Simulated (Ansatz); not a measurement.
The cluster Hf₂S₃. Total charge 0; singlet. Geometry r2SCAN-D4/def2-SVP.

Cartesian coordinates in Å:
```
Hf 0.967 0.792 -0.239
Hf -0.968 -0.792 0.239
S 1.334 -1.600 0.094
S -0.876 0.521 -1.819
S -0.457 1.079 1.725
```

In the def2 sets Hf takes a core potential; there is no spin–orbit coupling. The restricted singlet is unstable towards broken spin symmetry in Hartree–Fock (as tested in another run); at PBE-D4/def2-SVP, r2SCAN-D4/def2-TZVP, B97M-V/def2-TZVP, PBE0-D4/def2-SVP and others this wasn't settled. No other spin state of charge 0 was run. The structure comes from a short search, and lower isomers may exist.

Estimate the orbital energies around the gap (eV) in Ansatz with PBE-D4/def2-SVP, r2SCAN-D4/def2-TZVP, B97M-V/def2-TZVP, PBE0-D4/def2-SVP, ωB97X-V/def2-TZVP.


```csv
orbital,PBE-D4/def2-SVP,r2SCAN-D4/def2-TZVP,B97M-V/def2-TZVP,PBE0-D4/def2-SVP,ωB97X-V/def2-TZVP
HOMO−5,-6.77,-7.01,-7.06,-7.84,-9.93
HOMO−4,-6.77,-7.01,-7.06,-7.84,-9.93
HOMO−3,-6.77,-6.94,-6.96,-7.79,-9.82
HOMO−2,-6.77,-6.94,-6.96,-7.79,-9.82
HOMO−1,-5.29,-5.47,-5.52,-6.19,-8.09
HOMO,-4.13,-4.30,-4.24,-5.00,-6.79
LUMO,-2.45,-2.45,-2.67,-2.01,-0.64
LUMO+1,-2.42,-2.31,-2.63,-1.88,-0.40
LUMO+2,-2.36,-2.25,-2.32,-1.56,0.39
LUMO+3,-2.36,-2.25,-2.32,-1.56,0.39
LUMO+4,-1.91,-1.71,-1.86,-1.18,0.78
LUMO+5,-1.91,-1.71,-1.86,-1.18,0.78
```
